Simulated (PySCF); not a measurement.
C₂H₄AlNO₂. Atoms are numbered in the order given.

```xyz
10

Al    -1.0709     0.6030     0.0000
H     -2.6332     0.7963     0.0000
N     -0.3129    -1.0182     0.0000
C      0.1908    -2.1221     0.0000
O      0.6815    -3.1981     0.0000
O     -0.0804     1.9881     0.0000
C      1.2906     2.2892     0.0000
H      1.5551     2.8940    -0.8962
H      1.9377     1.3815     0.0000
H      1.5551     2.8940     0.8962
```

The structure is a stationary point at PBE-D3(BJ)/def2-SVP. The structure was generated by enumeration; whether it is a known compound was not checked. One conformer was computed; it need not be the lowest.

These are PySCF with B3LYP/pcSseg-1 values and carry that method's errors.

GIAO shieldings, no solvent; atoms alike by connectivity are averaged. δ = σ(ref) − σ: ¹H against TMS (σ = 31.68 ppm); ¹⁵N against NH3 (σ = 265.5 ppm); ¹³C against TMS (σ = 181.3 ppm); ¹⁷O against H2O (σ = 333.8 ppm), references at their B3LYP-D3(BJ)/def2-TZVP geometries, non-relativistic.

| atoms | nucleus | count | δ (ppm) |
|---|---|---|---|
| H8, H9, H10 | ¹H | 3 | ? |
| H2 | ¹H | 1 | 4.09 |
| N3 | ¹⁵N | 1 | 60.3 |
| C4 | ¹³C | 1 | 131.1 |
| C7 | ¹³C | 1 | ? |
| O5 | ¹⁷O | 1 | 143.8 |
| O6 | ¹⁷O | 1 | ? |

Fill in the missing entries. (An estimate is asked for; the answer gives what the named calculation found.)


- H8, H9, H10, δ (ppm): 4.52
- O6, δ (ppm): 57.3
- C7, δ (ppm): 59.9
